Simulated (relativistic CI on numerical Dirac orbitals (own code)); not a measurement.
Spin-allowed bands of a d3 ion in a tetrahedral site, by hand

Problem. Take Δ = 4300 cm⁻¹ and B = 840 cm⁻¹ for a d3 ion in a tetrahedral site. Calculate the three spin-allowed bands.

Working.
1. The terms of highest spin are 4F (energy 0) and 4P (15B = 12600 cm⁻¹). Here the F term splits into A2 at +1.2Δ = 5160, T2 at +0.2Δ = 860 and T1 at −0.6Δ = -2580 cm⁻¹.
2. The two T1 states mix through the element 0.4Δ: H = [[-2580, 1720], [1720, 12600]], with roots ½(H₁₁ + H₂₂) ∓ ½√[(H₂₂ − H₁₁)² + 4H₁₂²] = ½(10020) ∓ ½(15565) = -2772 and 12792 cm⁻¹.
3. The ground term is 4T1 at -2772 cm⁻¹.
4. Bands: 4T2 3632 cm⁻¹ (2753 nm), 4A2 7932 cm⁻¹ (1261 nm), 4T1(P) 15565 cm⁻¹ (642 nm).

Check. Exact diagonalisation of the whole d3 shell with these parameters gives 4T2 3632, 4A2 7932, 4T1 15565 cm⁻¹. The match is exact, since without spin-orbit coupling no other term has this spin. The ratio of the second band to the first, 2.184, depends on Δ/B = 5.1 alone, which is how a Tanabe-Sugano diagram is read.
